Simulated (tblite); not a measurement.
Parent: `[CH:1]#[C:2][C@@H:3]([CH3:4])[NH:5][SiH3:6]` with C2–C3–N5–Si6 86°, C4H9NSi.

The geometries are computed with GFN2-xTB (gas phase). One conformer each, not checked by frequencies here.

```csv
coordinate of the parent,value
C1≡C2,1.197 Å
C2–C3,1.458 Å
C3–C4,1.532 Å
C3–N5,1.450 Å
N5–Si6,1.718 Å
C1–C2–C3,175.7°
C2–C3–C4,110.0°
C2–C3–N5,111.4°
C4–C3–N5,110.4°
C3–N5–Si6,123.6°
```

Task: How does the shared frame change in `[CH:1]#[C:2][C@@:3]([CH3:4])(/[CH:5]=[N:6]\[CH3:7])[NH:8][SiH3:9]` with C2–C3–C5–N6 64°, C2–C3–N8–Si9 36°, C6H12N2Si? Atoms pair as C1 = C1, C2 = C2, C3 = C3, C4 = C4, N5 = N8, Si6 = Si9 (parent first).

Result: 
```csv
parent,relative,value in the relative,change
C1≡C2,C1≡C2,1.197 Å,0.000
C2–C3,C2–C3,1.455 Å,-0.003
C3–C4,C3–C4,1.538 Å,+0.006
C3–N5,C3–N8,1.454 Å,+0.004
N5–Si6,N8–Si9,1.719 Å,+0.001
C1–C2–C3,C1–C2–C3,177.2°,+1.5
C2–C3–C4,C2–C3–C4,108.5°,-1.5
C2–C3–N5,C2–C3–N8,110.9°,-0.5
C4–C3–N5,C4–C3–N8,111.2°,+0.8
C3–N5–Si6,C3–N8–Si9,125.3°,+1.7
```

Of the parent's bonds, C3–C4 changes most (+0.006 Å). Bonds of the relative outside the shared frame: C3–C5 1.534, C5=N6 1.251, N6–C7 1.430 Å. Point group C1 → C1.

Task: How does the shared frame change in `[CH:1]#[C:2][C@:3]([CH3:4])([CH2:5][C:6]#[N:7])[NH:8][SiH3:9]` with C2–C3–C5–C6 180°, C2–C3–N8–Si9 38°, C6H10N2Si? Atoms pair as C1 = C1, C2 = C2, C3 = C3, C4 = C4, N5 = N8, Si6 = Si9 (parent first).

Result: 
```json
{"parent": "C1≡C2", "relative": "C1≡C2", "value in the relative": "1.196 Å", "change": "-0.001"}
{"parent": "C2–C3", "relative": "C2–C3", "value in the relative": "1.457 Å", "change": "-0.001"}
{"parent": "C3–C4", "relative": "C3–C4", "value in the relative": "1.535 Å", "change": "+0.003"}
{"parent": "C3–N5", "relative": "C3–N8", "value in the relative": "1.443 Å", "change": "-0.007"}
{"parent": "N5–Si6", "relative": "N8–Si9", "value in the relative": "1.721 Å", "change": "+0.003"}
{"parent": "C1–C2–C3", "relative": "C1–C2–C3", "value in the relative": "177.7°", "change": "+2.0"}
{"parent": "C2–C3–C4", "relative": "C2–C3–C4", "value in the relative": "108.8°", "change": "-1.2"}
{"parent": "C2–C3–N5", "relative": "C2–C3–N8", "value in the relative": "110.3°", "change": "-1.1"}
{"parent": "C4–C3–N5", "relative": "C4–C3–N8", "value in the relative": "109.8°", "change": "-0.6"}
{"parent": "C3–N5–Si6", "relative": "C3–N8–Si9", "value in the relative": "125.9°", "change": "+2.3"}
```

Of the parent's bonds, C3–N5 changes most (-0.007 Å). Bonds of the relative outside the shared frame: C3–C5 1.564, C5–C6 1.436, C6≡N7 1.144 Å. Point group C1 → C1.

Task: How does the shared frame change in `[CH:1]#[C:2][C@@:3]([CH3:4])([CH2:5][SiH3:6])[NH:7][SiH3:8]` with C2–C3–C5–Si6 70°, C2–C3–N7–Si8 32°, C5H13NSi2? Atoms pair as C1 = C1, C2 = C2, C3 = C3, C4 = C4, N5 = N7, Si6 = Si8 (parent first).

Result: 
```
   parent   relative  value in the relative  change
    C1≡C2      C1≡C2                1.197 Å   0.000
    C2–C3      C2–C3                1.455 Å  -0.003
    C3–C4      C3–C4                1.541 Å  +0.009
    C3–N5      C3–N7                1.452 Å  +0.002
   N5–Si6     N7–Si8                1.717 Å  -0.001
 C1–C2–C3   C1–C2–C3                 177.2°    +1.5
 C2–C3–C4   C2–C3–C4                 107.8°    -2.2
 C2–C3–N5   C2–C3–N7                 109.8°    -1.6
 C4–C3–N5   C4–C3–N7                 110.6°    +0.2
C3–N5–Si6  C3–N7–Si8                 125.7°    +2.1
```

Of the parent's bonds, C3–C4 changes most (+0.009 Å). Bonds of the relative outside the shared frame: C3–C5 1.536, C5–Si6 1.904 Å. Point group C1 → C1.

Task: How does the shared frame change in `[CH:1]#[C:2][C@:3]([CH3:4])([NH:5][SiH3:6])[CH:7]1[CH2:8][CH2:9]1` with C2–C3–N5–Si6 132°, C2–C3–C7–C8 89°, C7H13NSi? Atoms pair as C1 = C1, C2 = C2, C3 = C3, C4 = C4, N5 = N5, Si6 = Si6 (parent first).

Result: 
| parent | relative | value in the relative | change |
| --- | --- | --- | --- |
| C1≡C2 | C1≡C2 | 1.197 Å | 0.000 |
| C2–C3 | C2–C3 | 1.464 Å | +0.006 |
| C3–C4 | C3–C4 | 1.531 Å | -0.001 |
| C3–N5 | C3–N5 | 1.449 Å | -0.001 |
| N5–Si6 | N5–Si6 | 1.712 Å | -0.006 |
| C1–C2–C3 | C1–C2–C3 | 177.0° | +1.3 |
| C2–C3–C4 | C2–C3–C4 | 108.8° | -1.2 |
| C2–C3–N5 | C2–C3–N5 | 108.4° | -3.0 |
| C4–C3–N5 | C4–C3–N5 | 111.0° | +0.6 |
| C3–N5–Si6 | C3–N5–Si6 | 130.1° | +6.5 |

Of the parent's bonds, C2–C3 and N5–Si6 change most and about equally (-0.006 to +0.006 Å). Bonds of the relative outside the shared frame: C3–C7 1.535, C7–C8 1.498, C8–C9 1.498, C7–C9 1.497 Å. Point group C1 → C1.
